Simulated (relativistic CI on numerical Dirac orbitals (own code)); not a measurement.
One change at a time: Se XVII

Base calculation: Dirac-Coulomb-Breit CI, KLI orbitals optimised for each configuration, model QED (radiative potential, 1s self-energy scaled to tabulated hydrogen-like ionisation energies), unscaled Slater integrals.

CI space (outside the closed core [Ne]): 3s2 3p6, 3s2 3p5 3d, 3s 3p6 3d, 3s2 3p5 4s, 3s2 3p5 4p, 3s2 3p5 4d, 3s 3p6 4s, 3s2 3p5 4f, 3p6 3d2, 3p5 3d3, 3p5 3d2 4s, 3p5 3d2 4p, 3p5 3d2 4d, 3p6 3d 4s, 3p5 3d 4s2, 3p5 3d 4s 4p, 3p5 3d 4s 4d. Double excitations out of closed p, d and f shells are left out; levels of such configurations are missing from the list, as are those of other unlisted configurations, and high levels can miss mixing partners. These lack a partner that the ground configuration has and come out too high: 3s2 3p5 4f.

Variants: (1) valence Slater integrals scaled by 0.9; (2) non-relativistic limit; (3) only the first 3 configurations. Shifts of the energy above 3s2 3p6 1S_0, in cm⁻¹, for the lowest level and the first level of each name with at least 55 % of one term (blank where a level changes its place among those of its configuration and J or its character, or is not in the variant):

```tsv
Level	Base	Δ(1)	Δ(2)	Δ(3)
3s2 3p6 1S_0	0	0	0	0
3s2 3p5 3d 3P°_0	647611	+6023	-4931	-379
3s2 3p5 3d 3P°_1	657232	+5683	-14553	-377
3s2 3p5 3d 3P°_2	677346	+4916	-34667	-375
3s2 3p5 3d 3F°_4	686784	+3122	-16029	-419
3s2 3p5 3d 3F°_3	691072	+2203	-20317	-426
3s2 3p5 3d 3F°_2	706775	+1413	-36020	-423
3s2 3p5 3d 3D°_3	738054	-2008	-16837	-442
3s2 3p5 3d 3D°_1	760092	-1909	-38875	-431
3s2 3p5 3d 3D°_2	780272	-967	-59055	-422
3s2 3p5 3d 1P°_1	973224	-23091	-38647	-149
3s 3p6 3d 3D_1	1297788	+1780	-84360	+503
3s 3p6 3d 3D_2	1301847	+1733	-88419	+503
3s 3p6 3d 3D_3	1309227	+1785	-95799	+493
```

At this charge energies of transitions that change n are usually good to better than 1 %, and those within a shell (Δn = 0) to a few per cent.

Ionisation energy from the two ground configurations alone: base 649.411 eV. The NIST ASD value (semi-empirical) is 650.5 eV.

LS names give the leading component of a level, which can be under half, so a name can repeat, a term be missing and a line seem to break the LS rules.
